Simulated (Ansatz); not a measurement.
C2H9BOSi can be A, `CB(C)O[SiH3]`, or B, `B[SiH2]OCC`.

Calculated with Ansatz (gas phase, PBE0-D4/def2-TZVP geometries, no zero-point term in ΔE). CBS: MP2 limit from def2 TZ/QZ plus the TZ coupled-cluster correction, frozen cores. DFT in def2-TZVPP. B3LYP here is the variant with VWN-RPA as its local correlation; programs differ in this. Each species was taken in one conformer, which may not be the lowest.

A:

```xyz
14

C    -0.268   -1.463   -0.068
B    -0.146   -0.012    0.532
C    -0.479    0.300    2.032
O     0.276    1.024   -0.257
Si    0.701    1.116   -1.847
H    -0.926   -2.113    0.513
H     0.726   -1.930   -0.054
H    -0.599   -1.479   -1.111
H    -0.066   -0.458    2.704
H    -0.145    1.287    2.354
H    -1.567    0.252    2.170
H     1.129    2.511   -2.105
H     1.820    0.185   -2.146
H    -0.456    0.780   -2.718
```

B:

Z-matrix (Å, degrees):
```
Si
O 1 1.649
B 1 2.006 2 115.9
H 1 1.487 2 105.4 3 122.9
H 1 1.501 2 110.2 3 -120.5
C 2 1.413 1 122.1 3 60.4
H 3 1.197 1 124.4 2 -8.9
H 3 1.198 1 118.7 2 172.3
C 6 1.508 2 109.4 1 -174.0
H 6 1.099 2 109.7 1 64.9
H 6 1.099 2 110.1 1 -52.9
H 9 1.093 6 110.4 2 -179.5
H 9 1.092 6 110.5 2 60.4
H 9 1.092 6 110.4 2 -59.4
```

Question: Which is lower in electronic energy at CCSD(T)/CBS, and by how much? (Estimate.)

Answer: The calculation gave: A, by 307.2 kJ/mol.

Question: Give E(B) − E(A) in kJ/mol with B2PLYP, BLYP-D4, PBE-D4, B3LYP-D4, PBE0-D4, CCSD(T)/def2-SVP, CCSD(T)/def2-TZVPP. (Best estimate.)

Answer: Computed: B2PLYP 308.8, BLYP-D4 301.8, PBE-D4 299.4, B3LYP-D4 305.9, PBE0-D4 303.5, CCSD(T)/def2-SVP 309.2, CCSD(T)/def2-TZVPP 305.9. None reverses the order clearly.

Question: Does the order hold for the free energy at 298.15 K (harmonic terms from PBE0-D4)? (An estimate is asked.)

Answer: The calculation gave: Yes: G(B) − G(A) = +310.0 kJ/mol, for one conformer each. Modes under 60 cm⁻¹, often nearly free rotors, make the harmonic entropy too high.

Largest T1 diagnostic: 0.011.

From BLYP to BHLYP (50 % exact exchange), in def2-TZVPP and without D4, E(B) − E(A) moves by +8.7 kJ/mol. Leaving LDA and LC-ωPBE aside and taking each functional with its dispersion term where it has one, the values, not all of them listed here, spread over 18.3 kJ/mol, from revPBE-D4 to B97M-V. LDA lies +14.4 kJ/mol from PBE without D4.
